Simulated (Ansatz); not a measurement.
Ansatz (a program for electronic structure) input (HF/6-31G*):

Ansatz 0.2 input:
```yaml
crystal:
  periodic: [false, false, false]
  atoms:
    - {symbol: C, position_ang: [1.90350826, -0.00137206, -0.13749906]}
    - {symbol: C, position_ang: [0.73210547, -0.16091192, 0.04329961]}
    - {symbol: C, position_ang: [-0.77989669, -0.34380383, 0.26285284]}
    - {symbol: O, position_ang: [-1.53402166, 0.59470822, -0.24517590]}
    - {symbol: H, position_ang: [2.93540897, 0.14975767, -0.30311698]}
    - {symbol: H, position_ang: [-0.84449090, -0.48750292, 1.37324708]}
    - {symbol: H, position_ang: [-0.95304715, -1.38339360, -0.12064322]}
basis:
  gaussian:
    orbitals: 6-31G*
hamiltonian:
  xc: {name: HF}
total_charge: -1
phonons: {temperatures: {t_min: 298.15, t_max: 298.15, t_step: 100}}
```

Output:

```
Functional definition: HF
integrals: 0.02 GiB planned
725 factors; integrals over basis functions are off by at most 3.5e-4 eV
mean field: 0.12 GiB planned
mean field evaluation 1: about -5169.5365 eV, gradient 3.4e1 eV
mean field evaluation 2: about -5169.5376 eV, gradient 3.4e1 eV
mean field evaluation 4: about -5172.1957 eV, gradient 4.1e0 eV
mean field evaluation 8: about -5172.2426 eV, gradient 3.3e-4 eV
mean field -5172.24256622 eV, -190.0764084368 hartree, gradient 1.7e-5 eV, S^2 0.000000; 0 other end points of the search recorded, 0 dependent functions left out
the calculation of the forces begins
reference -5172.24256622 eV, -190.0764084368 hartree; 15, 15 occupied and 51, 51 virtual orbitals, 725 factors
these checks for a lower state are left out or cut short: stability, starts, cluster_reference, orbital_swaps, neighbouring_geometries, increment
integrals: 0.02 GiB planned
725 factors; integrals over basis functions are off by at most 3.5e-4 eV
mean field: 0.12 GiB planned
mean field evaluation 16: about -5172.2425 eV, gradient 1.8e-6 eV
mean field -5172.24252962 eV, -190.0764070917 hartree, gradient 1.4e-6 eV, S^2 0.000000; 0 other end points of the search recorded, 0 dependent functions left out
the calculation of the forces begins
reference -5172.24252962 eV, -190.0764070917 hartree; 15, 15 occupied and 51, 51 virtual orbitals, 725 factors
these checks for a lower state are left out or cut short: stability, starts, cluster_reference, orbital_swaps, neighbouring_geometries, increment
integrals: 0.02 GiB planned
725 factors; integrals over basis functions are off by at most 3.5e-4 eV
mean field: 0.12 GiB planned
mean field -5172.24252812 eV, -190.0764070364 hartree, gradient 1.4e-6 eV, S^2 0.000000; 0 other end points of the search recorded, 0 dependent functions left out
the calculation of the forces begins
reference -5172.24252812 eV, -190.0764070364 hartree; 15, 15 occupied and 51, 51 virtual orbitals, 725 factors
these checks for a lower state are left out or cut short: stability, starts, cluster_reference, orbital_swaps, neighbouring_geometries, increment
integrals: 0.02 GiB planned
725 factors; integrals over basis functions are off by at most 3.5e-4 eV
mean field: 0.12 GiB planned
mean field evaluation 32: about -5172.2423 eV, gradient 1.8e-6 eV
mean field -5172.24231129 eV, -190.0763990682 hartree, gradient 1.4e-6 eV, S^2 0.000000; 0 other end points of the search recorded, 0 dependent functions left out
the calculation of the forces begins
reference -5172.24231129 eV, -190.0763990682 hartree; 15, 15 occupied and 51, 51 virtual orbitals, 725 factors
these checks for a lower state are left out or cut short: stability, starts, cluster_reference, orbital_swaps, neighbouring_geometries, increment
integrals: 0.02 GiB planned
725 factors; integrals over basis functions are off by at most 3.4e-4 eV
mean field: 0.12 GiB planned
mean field -5172.24230646 eV, -190.0763988906 hartree, gradient 1.4e-6 eV, S^2 0.000000; 0 other end points of the search recorded, 0 dependent functions left out
the calculation of the forces begins
reference -5172.24230646 eV, -190.0763988906 hartree; 15, 15 occupied and 51, 51 virtual orbitals, 725 factors
these checks for a lower state are left out or cut short: stability, starts, cluster_reference, orbital_swaps, neighbouring_geometries, increment
integrals: 0.02 GiB planned
725 factors; integrals over basis functions are off by at most 3.5e-4 eV
mean field: 0.12 GiB planned
mean field -5172.24250961 eV, -190.0764063562 hartree, gradient 1.4e-6 eV, S^2 0.000000; 0 other end points of the search recorded, 0 dependent functions left out
the calculation of the forces begins
reference -5172.24250961 eV, -190.0764063562 hartree; 15, 15 occupied and 51, 51 virtual orbitals, 725 factors
these checks for a lower state are left out or cut short: stability, starts, cluster_reference, orbital_swaps, neighbouring_geometries, increment
integrals: 0.02 GiB planned
725 factors; integrals over basis functions are off by at most 3.5e-4 eV
mean field: 0.12 GiB planned
mean field -5172.24251068 eV, -190.0764063956 hartree, gradient 1.4e-6 eV, S^2 0.000000; 0 other end points of the search recorded, 0 dependent functions left out
the calculation of the forces begins
reference -5172.24251068 eV, -190.0764063956 hartree; 15, 15 occupied and 51, 51 virtual orbitals, 725 factors
these checks for a lower state are left out or cut short: stability, starts, cluster_reference, orbital_swaps, neighbouring_geometries, increment
integrals: 0.02 GiB planned
725 factors; integrals over basis functions are off by at most 3.4e-4 eV
mean field: 0.12 GiB planned
mean field evaluation 64: about -5172.2423 eV, gradient 1.4e-6 eV
[...]
mean field: 0.12 GiB planned
mean field -5172.24245463 eV, -190.0764043357 hartree, gradient 1.4e-6 eV, S^2 0.000000; 0 other end points of the search recorded, 0 dependent functions left out
the calculation of the forces begins
reference -5172.24245463 eV, -190.0764043357 hartree; 15, 15 occupied and 51, 51 virtual orbitals, 725 factors
these checks for a lower state are left out or cut short: stability, starts, cluster_reference, orbital_swaps, neighbouring_geometries, increment
integrals: 0.02 GiB planned
725 factors; integrals over basis functions are off by at most 3.5e-4 eV
mean field: 0.12 GiB planned
mean field -5172.24252404 eV, -190.0764068864 hartree, gradient 1.4e-6 eV, S^2 0.000000; 0 other end points of the search recorded, 0 dependent functions left out
the calculation of the forces begins
reference -5172.24252404 eV, -190.0764068864 hartree; 15, 15 occupied and 51, 51 virtual orbitals, 725 factors
these checks for a lower state are left out or cut short: stability, starts, cluster_reference, orbital_swaps, neighbouring_geometries, increment
integrals: 0.02 GiB planned
725 factors; integrals over basis functions are off by at most 3.5e-4 eV
mean field: 0.12 GiB planned
mean field evaluation 128: about -5172.2425 eV, gradient 2.9e-2 eV
mean field -5172.24252289 eV, -190.0764068444 hartree, gradient 1.4e-6 eV, S^2 0.000000; 0 other end points of the search recorded, 0 dependent functions left out
the calculation of the forces begins
reference -5172.24252289 eV, -190.0764068444 hartree; 15, 15 occupied and 51, 51 virtual orbitals, 725 factors
these checks for a lower state are left out or cut short: stability, starts, cluster_reference, orbital_swaps, neighbouring_geometries, increment
integrals: 0.02 GiB planned
725 factors; integrals over basis functions are off by at most 3.5e-4 eV
mean field: 0.12 GiB planned
mean field -5172.24255599 eV, -190.0764080606 hartree, gradient 2.5e-6 eV, S^2 0.000000; 0 other end points of the search recorded, 0 dependent functions left out
the calculation of the forces begins
reference -5172.24255599 eV, -190.0764080606 hartree; 15, 15 occupied and 51, 51 virtual orbitals, 725 factors
these checks for a lower state are left out or cut short: stability, starts, cluster_reference, orbital_swaps, neighbouring_geometries, increment
integrals: 0.02 GiB planned
725 factors; integrals over basis functions are off by at most 3.5e-4 eV
mean field: 0.12 GiB planned
mean field -5172.24255613 eV, -190.0764080658 hartree, gradient 1.4e-6 eV, S^2 0.000000; 0 other end points of the search recorded, 0 dependent functions left out
the calculation of the forces begins
reference -5172.24255613 eV, -190.0764080658 hartree; 15, 15 occupied and 51, 51 virtual orbitals, 725 factors
these checks for a lower state are left out or cut short: stability, starts, cluster_reference, orbital_swaps, neighbouring_geometries, increment
integrals: 0.02 GiB planned
725 factors; integrals over basis functions are off by at most 3.5e-4 eV
mean field: 0.12 GiB planned
mean field -5172.24249744 eV, -190.0764059091 hartree, gradient 2.2e-6 eV, S^2 0.000000; 0 other end points of the search recorded, 0 dependent functions left out
the calculation of the forces begins
reference -5172.24249744 eV, -190.0764059091 hartree; 15, 15 occupied and 51, 51 virtual orbitals, 725 factors
these checks for a lower state are left out or cut short: stability, starts, cluster_reference, orbital_swaps, neighbouring_geometries, increment
integrals: 0.02 GiB planned
725 factors; integrals over basis functions are off by at most 3.5e-4 eV
mean field: 0.12 GiB planned
mean field -5172.24249721 eV, -190.0764059005 hartree, gradient 2.4e-6 eV, S^2 0.000000; 0 other end points of the search recorded, 0 dependent functions left out
the calculation of the forces begins
reference -5172.24249721 eV, -190.0764059005 hartree; 15, 15 occupied and 51, 51 virtual orbitals, 725 factors
these checks for a lower state are left out or cut short: stability, starts, cluster_reference, orbital_swaps, neighbouring_geometries, increment
integrals: 0.02 GiB planned
725 factors; integrals over basis functions are off by at most 3.5e-4 eV
mean field: 0.12 GiB planned
mean field evaluation 160: about -5172.2425 eV, gradient 5.0e-2 eV
mean field -5172.24254439 eV, -190.0764076344 hartree, gradient 9.8e-6 eV, S^2 0.000000; 0 other end points of the search recorded, 0 dependent functions left out
the calculation of the forces begins
reference -5172.24254439 eV, -190.0764076344 hartree; 15, 15 occupied and 51, 51 virtual orbitals, 725 factors
these checks for a lower state are left out or cut short: stability, starts, cluster_reference, orbital_swaps, neighbouring_geometries, increment
integrals: 0.02 GiB planned
725 factors; integrals over basis functions are off by at most 3.5e-4 eV
mean field: 0.12 GiB planned
mean field -5172.24254487 eV, -190.0764076521 hartree, gradient 9.5e-6 eV, S^2 0.000000; 0 other end points of the search recorded, 0 dependent functions left out
the calculation of the forces begins
reference -5172.24254487 eV, -190.0764076521 hartree; 15, 15 occupied and 51, 51 virtual orbitals, 725 factors
these checks for a lower state are left out or cut short: stability, starts, cluster_reference, orbital_swaps, neighbouring_geometries, increment
integrals: 0.02 GiB planned
725 factors; integrals over basis functions are off by at most 3.5e-4 eV
mean field: 0.12 GiB planned
mean field -5172.24254587 eV, -190.0764076890 hartree, gradient 8.4e-6 eV, S^2 0.000000; 0 other end points of the search recorded, 0 dependent functions left out
the calculation of the forces begins
reference -5172.24254587 eV, -190.0764076890 hartree; 15, 15 occupied and 51, 51 virtual orbitals, 725 factors
these checks for a lower state are left out or cut short: stability, starts, cluster_reference, orbital_swaps, neighbouring_geometries, increment
integrals: 0.02 GiB planned
725 factors; integrals over basis functions are off by at most 3.5e-4 eV
mean field: 0.12 GiB planned
mean field -5172.24254534 eV, -190.0764076694 hartree, gradient 9.6e-6 eV, S^2 0.000000; 0 other end points of the search recorded, 0 dependent functions left out
the calculation of the forces begins
reference -5172.24254534 eV, -190.0764076694 hartree; 15, 15 occupied and 51, 51 virtual orbitals, 725 factors
these checks for a lower state are left out or cut short: stability, starts, cluster_reference, orbital_swaps, neighbouring_geometries, increment
integrals: 0.02 GiB planned
725 factors; integrals over basis functions are off by at most 3.5e-4 eV
mean field: 0.12 GiB planned
mean field -5172.24248481 eV, -190.0764054450 hartree, gradient 1.4e-6 eV, S^2 0.000000; 0 other end points of the search recorded, 0 dependent functions left out
the calculation of the forces begins
reference -5172.24248481 eV, -190.0764054450 hartree; 15, 15 occupied and 51, 51 virtual orbitals, 725 factors
these checks for a lower state are left out or cut short: stability, starts, cluster_reference, orbital_swaps, neighbouring_geometries, increment
integrals: 0.02 GiB planned
725 factors; integrals over basis functions are off by at most 3.5e-4 eV
mean field: 0.12 GiB planned
mean field -5172.24248235 eV, -190.0764053546 hartree, gradient 1.3e-6 eV, S^2 0.000000; 0 other end points of the search recorded, 0 dependent functions left out
the calculation of the forces begins
reference -5172.24248235 eV, -190.0764053546 hartree; 15, 15 occupied and 51, 51 virtual orbitals, 725 factors
Total energy: -5172.24256622 eV, -190.0764084368 hartree
Atom 0 at     1.903508    -0.001372    -0.137499 Å, force     0.001216     0.000243    -0.000234 eV/Å
Atom 1 at     0.732105    -0.160912     0.043300 Å, force    -0.001325    -0.000181     0.000205 eV/Å
Atom 2 at    -0.779897    -0.343804     0.262853 Å, force     0.000008     0.000402    -0.000241 eV/Å
Atom 3 at    -1.534022     0.594708    -0.245176 Å, force     0.000329    -0.000336     0.000178 eV/Å
Atom 4 at     2.935409     0.149758    -0.303117 Å, force     0.000005    -0.000007     0.000004 eV/Å
Atom 5 at    -0.844491    -0.487503     1.373247 Å, force    -0.000097     0.000104     0.000319 eV/Å
Atom 6 at    -0.953047    -1.383394    -0.120643 Å, force    -0.000136    -0.000225    -0.000229 eV/Å
Dipole moment:     0.901176    -0.401362     0.175212 e Å
Vibrations: 251.12 372.27 574.96 706.12 718.86 842.47 1163.27 1313.77 1381.60 1546.66 1654.79 2329.16 2729.28 2817.86 3653.92 cm⁻¹, zero-point energy 1.367304 eV
```

The blocks after the first are displaced geometries, from whose forces the wavenumbers follow.

The dipole moment of an ion depends on the origin.
